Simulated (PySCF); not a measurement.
One of the candidates below gave these computed data.

All candidates are C6H9O (charge -1).

- Rotational structure: rotational constants A, B, C: 3.820, 2.300, 2.060 GHz [GFN2-xTB]
- 1H NMR: chemical shifts (computed TMS as zero) by class: 2.35 (1 H), 2.21 (1 H), 1.27 (3 H), 0.53 (2 H), -0.44 (2 H) ppm [GIAO PBE0/pcSseg-1]
- NMR, other nuclei: isotropic shieldings of nuclei other than C and H, by class: 12 (1 O) ppm [GIAO PBE0/pcSseg-1]
- 13C NMR: chemical shifts (computed TMS as zero) by class: 180.0 (1 C), 51.9 (1 C), 31.6 (1 C), 27.3 (1 C), 15.3 (2 C) ppm [GIAO PBE0/pcSseg-1]

The electronic properties come from PySCF, for the isolated species, density fitting. Levels stand in brackets. Isolated species at its GFN2-xTB geometry (one conformer only). The HOMO energy is positive, so at this level the finite basis confines the outermost electrons. No diffuse functions stand in pcSseg-1, which bears on an anion's orbital energies. Each NMR value is the plain mean over a class of atoms that symmetry, rotation or inversion makes alike.

Question: Which candidate is it?
A. `[O-]C1(C2CC2)CC1`
B. `C#CCC(C)(C)[O-]`
C. `C=C([O-])C1(C)CC1`

Answer: C. It is `C=C([O-])C1(C)CC1`. Numbering: `[CH2:1]=[C:2]([O-:3])[C:4]1([CH3:5])[CH2:6][CH2:7]1`. 6 carbons fall into 5 classes; from least to most shielded: vinylic carbon bearing oxygen [C2] (180.0 ppm), carbon bonded to C and 2 H [C1] (51.9 ppm), methyl carbon [C5] (31.6 ppm), allylic carbon [C4] (27.3 ppm), three-membered-ring carbon [C6/C7] (15.3 ppm, 2 C, up to 6.2 ppm apart in this geometry). Hydrogen classes from least to most shielded: 1 H on a carbon bonded to C and 2 H, C1 (2.35 ppm), 1 H on a carbon bonded to C and 2 H, C1 (2.21 ppm), 3 H on a methyl carbon, C5 (1.27 ppm, a mean of values up to 2.1 ppm apart in this geometry), 2 H on 2 three-membered-ring carbons, C6/C7 (0.53 ppm), 2 H on 2 three-membered-ring carbons, C6/C7 (-0.44 ppm, a mean of values up to 0.7 ppm apart in this geometry). The other shieldings belong to: 12 ppm, enolate oxygen [O3]. The optimised geometry has point group C1 and is an asymmetric top.

The others, at the same levels:
- `C#CCC(C)(C)[O-]` fails: its computed 13C shifts are 103.7 (1 C), 85.9 (1 C), 68.9 (1 C), 45.3 (1 C), 36.1 (2 C) ppm, 1H shifts are 1.69 (2 H), 1.43 (1 H), 1.05 (6 H) ppm and rotational constant A is 4.469 GHz (against 3.820 GHz).
- `[O-]C1(C2CC2)CC1` fails: it has 4 carbon classes against 5; its computed 13C shifts are 66.6 (1 C), 28.7 (1 C), 14.1 (2 C), 4.3 (2 C) ppm, 1H shifts are 1.18 (1 H), -0.11 (2 H), -0.31 (2 H), -0.41 (2 H), -0.65 (2 H) ppm and rotational constant A is 4.518 GHz (against 3.820 GHz).

Each candidate is one conformer, not necessarily the lowest. The conformers computed, where there is a choice (atom-mapped SMILES and torsion angles):
- `[CH2:1]=[C:2]([O-:3])[C:4]1([CH3:5])[CH2:6][CH2:7]1`: C1–C2–C4–C5 73°
- `[CH:1]#[C:2][CH2:3][C:4]([CH3:5])([CH3:6])[O-:7]`: C2–C3–C4–C5 56°
- `[O-:1][C:2]1([CH:3]2[CH2:4][CH2:5]2)[CH2:6][CH2:7]1`: O1–C2–C3–C4 174°
